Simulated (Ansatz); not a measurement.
## Loss of SiH4: Si3H8O2 → Si2H4O2 + SiH4

Species: Si3H8O2 `O[SiH]([SiH3])O[SiH3]`, singlet; Si2H4O2 `O[Si]O[SiH3]`, singlet; SiH4 `[SiH4]`, singlet. 

Shapes, held fixed at every level: PBE0-D4/def2-TZVP. Flexible molecules stand in one conformer, not always the lowest. Programs: Ansatz 0.2.0. The zero-point and thermal change to 298 K, harmonic and unscaled (PBE0-D4/def2-TZVP), is -6.8 kJ/mol.

| level | kind | ΔH(298 K) (kJ/mol) | less CCSD(T)/CBS estimate |
| --- | --- | --- | --- |
| PBE-D4/def2-TZVPP | GGA | +118.2 | +1.4 |
| r2SCAN-D4/def2-TZVPP | meta-GGA | +131.3 | +14.5 |
| wB97M-V/def2-TZVPP | range-separated hybrid | +101.4 | -15.4 |
| B2PLYP/def2-TZVPP | double hybrid | +101.8 | -15.0 |
| CCSD/def2-SVP | coupled cluster or CI | +92.7 | -24.1 |
| CCSD(T)/def2-TZVPP | coupled cluster or CI | +109.6 | -7.2 |
| CCSD(T)/CBS estimate | coupled cluster or CI | +116.8 | 0.0 |

The highest level, CCSD(T)/CBS estimate, gives ΔH(298 K) = +116.8 kJ/mol; the levels span +92.7 to +131.3. The column of differences is taken from that level and isn't an error. No measured value is set beside it here. The CBS estimate extrapolates MP2 from def2-TZVPP and def2-QZVPP and adds CCSD(T) − MP2 in the triple-zeta set, cores frozen.
